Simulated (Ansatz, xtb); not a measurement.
Ligand exchange: HI + SiH3(OH) → SiH4 + HOI

Species: HI (hydrogen iodide), singlet; SiH3(OH) (silanol), singlet; SiH4 (silane) `[SiH4]`, singlet; HOI (hypoiodous acid) `OI`, singlet. The partners trade I for SiH3: H–I and O–SiH3 bonds give way to H–SiH3 and O–I.

Shapes, held fixed at every level: PBE0-D4/def2-TZVP. Programs: Ansatz 0.2.0, xtb 6.7.1. The zero-point and thermal change to 298 K, harmonic and unscaled (PBE0-D4/def2-TZVP), is -0.6 kJ/mol.

(1) Estimate ΔH(298 K) of this reaction.

Answers

(1) The highest level, CCSD(T)/def2-TZVPP, gives ΔH(298 K) = +234.0 kJ/mol; the levels span +224.1 to +257.1. The column of differences is taken from that level and isn't an error. No measured value is set beside it here. For atoms past krypton def2 sets carry core potentials with scalar relativity. Correlated rows may include outer-core shells of I, which these sets cover unevenly.

```
             level                   kind  ΔH(298 K) (kJ/mol)  less CCSD(T)/def2-TZVPP
          GFN2-xTB         semi-empirical              +244.2                    +10.2
       HF/def2-SVP           Hartree–Fock              +257.1                    +23.1
  SPW92/def2-TZVPP                    LDA              +224.1                     -9.9
 B2PLYP/def2-TZVPP          double hybrid              +229.3                     -4.7
      MP2/def2-SVP    perturbation theory              +244.2                    +10.2
  CCSD(T)/def2-SVP  coupled cluster or CI              +234.2                     +0.2
   CCSD/def2-TZVPP  coupled cluster or CI              +239.2                     +5.2
CCSD(T)/def2-TZVPP  coupled cluster or CI              +234.0                      0.0
```
